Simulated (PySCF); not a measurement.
## Trend along the chalcogens: MSr cations

PBE0 with double-zeta basis sets in PySCF, for the lowest determinant that a PBE0 search found; no spin–orbit coupling. De refers to high-spin ground-configuration atoms (the charge goes to the atom of lower measured ionisation energy or higher electron affinity, which is not always the lowest computed limit). A positive dipole points towards Sr; it is taken about the centre of mass and depends on that origin.

```
 M     basis  charged atom  state (unpaired electrons)  Re (Å)  ωe (cm⁻¹)  De (eV)  μ (D)
 S  def2-SVP           Sr+               doublet (π ↑)   2.635        333     2.79   8.75
Te  def2-SVP           Sr+               doublet (π ↑)   2.963        190     2.19  12.62
```

(1) The row for M = Se is missing. Estimate Re, ωe and De as the mean of the rows for S and Te, and compare with the calculation.

Spin–orbit coupling is left out, which matters for elements this heavy, above all for dissociation energies. For an ion De counts to the pair picked by the measured ionisation energies or electron affinities, which need not be the lowest pair at this level. States were picked by a PBE0 search and need not be the measured ground states.

## Answers

(1) The means are 2.799 Å, 262 cm⁻¹ and 2.49 eV. PBE0 in def2-SVP gives SrSe⁺ as a doublet (π ↑) with Re = 2.757 Å, ωe = 233 cm⁻¹, De = 2.54 eV, so the estimate is off by +4.2 pm, +12 % and -0.05 eV.
